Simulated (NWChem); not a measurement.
System: Si2H4O2; SMILES O1[SiH2]O[SiH2]1

```xyz
8

O      1.1956     0.0000     0.0000
Si     0.0000     1.2053     0.0000
O     -1.1956     0.0000     0.0000
Si     0.0000    -1.2053     0.0000
H      0.0000     2.0463    -1.2254
H      0.0000     2.0463     1.2254
H      0.0000    -2.0463     1.2254
H      0.0000    -2.0463    -1.2254
```
Atoms are numbered in this order, from 1.

Results from NWChem. Pople sets run with spherical d functions. Geometry: optimised at PBE0/def2-SVP. Isotropic polarisability at PBE0/6-31+G*. A Cauchy series cut after its second term is a line in ω².

```
row      ω² (10⁻³ Ha²)  α (bohr³)
-------  -------------  ---------
static            0.00      46.61
1065 nm           1.83      46.99
589 nm            5.98   withheld
400 nm           12.97      49.55
```

Problem. Fit a straight line of the last column on the one before it, predict the withheld value, and compare with the run.

Solution. 
1. Means of the 3 shown rows: x = 4.933, y = 47.717. Slope Σ(x − x̄)(y − ȳ)/Σ(x − x̄)² = 22.45/98.56 = 0.2278; intercept 46.593.
2. The shown rows scatter about the line by 0.015 (root mean square); the largest residual is -0.02, at 1065 nm.
3. At x = 5.98 (589 nm; inside the shown range) the line gives 47.96.
4. The run gives 47.90, -0.06 from the line. The intercept estimates α(0), and the slope, 228 bohr³/Ha², the next Cauchy moment.
